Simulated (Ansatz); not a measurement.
Mg₆S₅F₂, relaxed as a singlet with RKS PBE-D4/def2-SVP in Ansatz, starting from the GFN1-xTB geometry. Force threshold 0.03 eV/Å.

Start:

Cartesian coordinates in Å:
```
Mg -1.686 -0.489 1.432
S 0.254 -1.087 2.645
S -1.774 -2.259 -0.308
Mg 0.484 -2.148 0.404
Mg 1.738 0.284 1.415
S 2.568 -1.279 -0.322
S -2.614 1.366 0.080
Mg -1.656 -0.230 -1.410
Mg -0.497 2.195 -0.197
S 1.774 2.358 0.058
Mg 1.595 0.502 -1.423
F -0.168 0.716 -2.402
F -0.016 0.071 0.028
```

Task: Estimate the energy that the relaxation releases and the steps that it takes.

Result: 19.5 kcal/mol, in 16 steps; 1.7 min on 4 threads of Arm Neoverse V1 on a shared host. No frequencies were taken in this run, so the end may be a saddle point.

Task: Does the start keep its bonding and symmetry?

Result: Bonds lost: Mg1–F13, Mg5–F13 (atoms count from 1). Bonds formed: S2–Mg9 (atoms count from 1). Point group Cs at the start, C2v at the end, both within 0.05 Å.

Task: Predict the relaxed structure.

Result: 
```xyz
13

Mg   -2.1624   -0.6664    1.3665
S     0.0807   -0.3187    2.5382
S    -1.8422   -2.3760   -0.3402
Mg    0.4187   -1.8514    0.4155
Mg    2.2478    0.3277    1.3514
S     2.6812   -1.3566   -0.3560
S    -2.6878    1.3814    0.1558
Mg   -1.5918   -0.1552   -1.5315
Mg   -0.3775    1.6880    0.8842
S     1.8361    2.4014    0.1400
Mg    1.4943    0.5405   -1.5423
F    -0.0865    0.3424   -2.7413
F    -0.0107    0.0430   -0.3402
```
Bond lengths (bridged metal pairs left out): 16 × Mg–S 2.44 to 2.64 Å; 6 × F–Mg 1.99 to 2.08 Å.
